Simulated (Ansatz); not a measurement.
Reaction (ligand exchange at a Ge–O bond): `C[O][GeH2][OH]` + H₂Se → `C[O][GeH2][SeH]` + H₂O

Program: Ansatz. Geometries: PBE0-D4/def2-TZVP. ΔE: electronic, gas phase. CBS: MP2 limit from def2 TZ/QZ plus the TZ coupled-cluster correction, frozen cores. This one scheme is used for every species. DFT in def2-TZVPP. For Ge, Se outer-core shells are correlated without core-valence functions, which leaves a few kJ/mol of doubt a bond. Scalar relativity is left out up to krypton. One conformer a species, not always the lowest.

```json
{"level": "ωB97X-V", "ΔE (kcal/mol)": "-6.6"}
{"level": "PBE", "ΔE (kcal/mol)": "-8.8"}
{"level": "SCS-MP2/def2-TZVPP", "ΔE (kcal/mol)": "-6.6"}
{"level": "HF/CBS(def2)", "ΔE (kcal/mol)": "-4.0"}
```

Q: What does CCSD(T)/CBS give? (An estimate is asked.)

A: The calculation gave: -8.6 kcal/mol. The listed levels differ from it by 2.0, -0.2, 2.0, 4.6 kcal/mol.

Largest T1 diagnostic among the species: 0.012.

The D4 term adds −1.6 kcal/mol with B3LYP and −0.9 kcal/mol with PBE0; it sums over pairs of atoms, weighted by their polarisabilities, and B3LYP, whose exchange is more repulsive, gets the larger term. In def2-TZVPP, CCSD(T) changes the Hartree–Fock value by −2.9 kcal/mol (the triples alone add −0.5 kcal/mol) and MP2 by −4.0 kcal/mol.

B3LYP here is the variant with VWN-RPA as its local correlation; programs differ in this.
